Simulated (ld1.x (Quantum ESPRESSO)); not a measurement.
# Pseudopotential generation for rhodium: TM, PBE, scalar-relativistic.

* Element: rhodium (Rh)
* Generator: ld1.x (Quantum ESPRESSO) 7.5
* Type: norm-conserving Troullier–Martins (Kleinman–Bylander form)
* Functional: PBE
* Relativity: scalar-relativistic
* Frozen core: [Ar] 3d10 4s2
* Valence charge: 15
* Reference configuration: 4p6 4d6 5s0 5p0 (charge +3)
* Partial waves: 4p (bound): rc 1.30 bohr; 4d (bound): rc 1.55 bohr; 5s (bound, empty): rc 1.70 bohr
* Local potential: the s channel
* Core correction: Bessel-smoothed model core inside 0.90 bohr

All-electron outer shells of the reference configuration (PBE, scalar-relativistic, ld1.x):

```
shell  level (eV)  outermost node (bohr)  outermost maximum (bohr)
   4s     -118.54                   0.47                      0.88
   4p      -86.07                   0.47                      0.94
   4d      -39.51                   0.46                      1.11
   5s      -29.68                   1.16                      2.24
   5p      -22.63                   1.29                      2.60
```

(1) Estimate the cutoffs (Ry, on a coarse ladder) from which the occupation-weighted sum of valence levels, in a spherical-Bessel basis at the reference potential, stays within 10 and 1 mRy of its value at 400 Ry.

(2) Does the potential have ghost states?

(3) Which valence shell sets the plane-wave cutoff?

(4) Tests: 4p6 4d8 5s1 5p0; 4p6 4d8 5s0 5p0; 4p6 4d7 5s0 5p0; 4p6 4d7 5s2 5p0; 4p5 4d8 5s1 5p0; 4p6 4d8.5 5s0.5 5p0; 4p6 4d7 5s1 5p1. Which has the largest error in its energy relative to the reference configuration, and how large is it?

Results:

(1) 80 Ry and 140 Ry.

(2) No extra level below or beside the all-electron valence levels (p, d, s, f tested). The logarithmic derivative shows an extra or strongly shifted pseudo pole above the reference energy (s near -1.13 Ry).

(3) 4p: its level needs 100 Ry to come within 1 mRy, against 60 Ry for 4d.

(4) 4p6 4d7 5s1 5p1, with -401 meV (all-electron minus pseudo) on -52.86 eV.
